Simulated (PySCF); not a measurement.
Static polarisabilities and like-pair C6 coefficients by linear response at PBE0/aug-cc-pVTZ (PySCF, frozen core in the response, non-relativistic, gas phase), PBE0-D3(BJ)/def2-TZVP geometries, one conformer each; atomic units unless stated. Spin–orbit coupling is left out although an atom past zinc is present.

| label | species | α | C6 |
| --- | --- | --- | --- |
| P | `ClCCCl` | 55.9 | 1311 |
| Q | `O=S(F)F` | 26.3 | 353.7 |
| R | `[Cl][GeH3]` | 46.7 | 784 |
| S | `CC(Cl)Cl` | 55.3 | 1292 |

**Question.** Estimate the unlike-pair coefficients by the rule C6(AB) = 2·C6(AA)·C6(BB) / [C6(AA)·αB/αA + C6(BB)·αA/αB], and compare with the geometric mean.

**Answer.** 
| pair | combination rule | geometric mean | ratio |
| --- | --- | --- | --- |
| PQ | 677.4 | 680.9 | 0.995 |
| PR | 1011 | 1014 | 0.997 |
| PS | 1301 | 1301 | 1.000 |
| QR | 518.5 | 526.6 | 0.985 |
| QS | 673 | 676 | 0.995 |
| RS | 1003 | 1006 | 0.997 |

The rule is exact for one-pole polarisabilities and never exceeds the geometric mean; the two meet where both partners have the same effective excitation energy. These unlike-pair values are estimates, not computed integrals.
